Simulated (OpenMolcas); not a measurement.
# Au⁺: effect of correlating more closed shells

```yaml
Program: OpenMolcas 26.06
Basis: ANO-RCC-VTZP [8s7p5d3f1g]
Scalar_Hamiltonian: DKH2, point nucleus
Active_space: 10 electrons in 6 orbitals (5d 6s)
State_averaging: 2S+1 = 1 even, 6 roots; 2S+1 = 3 even, 5 roots kept (CI in the orbitals of an earlier block)
Spin-orbit_coupling: RASSI with atomic mean-field integrals over the reference wave functions, term energies averaged over their components
```

Methods on the same reference wave functions:
A. CASSCF
B. SS-CASPT2, IPEA 0.25 Eh, imaginary shift 0.1 Eh (closed shells correlated: none)
C. SS-CASPT2, IPEA 0.25 Eh, imaginary shift 0.1 Eh (closed shells correlated: 5s 5p)

Energies in cm⁻¹ above 5d¹⁰ ¹S₀, the measured ground level; measured values from NIST Handbook of Basic Atomic Spectroscopic Data.

| Level | A | B | C | Measured |
| --- | --- | --- | --- | --- |
| 5d¹⁰ ¹S₀ | 0.0 | 0.0 | 0.0 | 0.0 |
| 5d⁹ 6s ³D₃ | 9563 | 15710 | 12390 | 15040 |
| 5d⁹ 6s ³D₂ [57 %] | 12584 | 18030 | 14710 | 17641 |
| 5d⁹ 6s ³D₁ | 22057 | 28210 | 24890 | 27766 |
| 5d⁹ 6s ¹D₂ [57 %] | 25164 | 30210 | 26900 | 29621 |

Deviations, from unrounded energies. A percentage is the sum of absolute deviations over the sum of measured energies, with the sign that they share, or ± where signs differ.

| Against measurement | Levels | A | B | C |
| --- | --- | --- | --- | --- |
| mean absolute deviation (cm-1) | 4 | 5200 | 520 | 2800 |
| other configurations (%) | 4 | -23.0 | +2.3 | -12.4 |

B lies closest to measurement on these levels and A furthest from it. The largest miss of B in the table is 5d⁹ 6s ³D₃, by +670 cm-1. The ranking rests on the paired levels alone, and a cruder setting can come out closer through cancelling errors.

Between B and C the level of the table that moves most is 5d⁹ 6s ³D₃, by 3300 cm-1 (lowest in C, highest in B). Moves below CASPT2's spread within the term are not significant.

The lowest spin-free term lies below A's lowest term by 0.326 hartree in B, 0.533 hartree in C.

What an inner shell adds also hangs on whether the basis holds functions to correlate it.

CASPT2 breaks the degeneracy within a term, and the mean is taken; among the terms shown or strongly mixed into the levels shown the widest spread is 67 cm-1 (5d⁹ 6s ¹D, B). Terms from blocks run as CI alone lack orbitals of their own. A single d shell beside an s shell can misplace configurations of different d count against each other. Without dynamic correlation excited terms often stand tens of per cent too high (terms of higher spin than the ground term too low), and those without a measured partner can miss by more than the paired ones (holds for A). Measured partners are found by configuration, term and J. A level has none where our copy of the source lacks it or the pairing is in doubt (some pairs that miss far off the trend of their configuration count as doubtful), and it then counts in no deviation. Where the source uses jj or jK labels, the order within each J decides. Only configurations of the active space appear.

A share in square brackets marks a mixed level and gives the weight of the term that names it, the lowest over the columns.
